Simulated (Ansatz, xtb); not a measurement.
Spectroscopic constants of OsBr, multiplicity 6 (lowest of 2S+1 = 2, 4, 6 at CCSD(T)/def2-TZVPP on PBE0 minima; our sources give no spin for the ground state, which may be another). No spin–orbit coupling. Br is treated without relativity.

Seven points along R, fitted to fifth degree in 1/R; most abundant isotopes. In def2 and cc sets the state is the lowest found near the PBE0 minimum, followed along R.

Correlated levels freeze the inner cores; with def2 sets outer-core shells near the valence are correlated too.

Programs: Ansatz (Gaussian orbitals); xtb for the GFN methods.  In def2 rows elements past Kr take small-core potentials, without spin–orbit coupling. The GFN methods have no spin term and hold the electronic entropy of 300 K.

Question: What bond length and harmonic frequency does GFN1-xTB give?

Answer: r_e = 2.445 Å, ω_e = 246 cm⁻¹.

Question: What bond length and harmonic frequency does B2PLYP/def2-TZVPP give?

Answer: r_e = 2.463 Å, ω_e = 227 cm⁻¹.

Question: What bond length and harmonic frequency does CCSD(T)/def2-TZVPP give?

Answer: r_e = 2.420 Å, ω_e = 244 cm⁻¹.

Ansatz is a program for electronic structure.
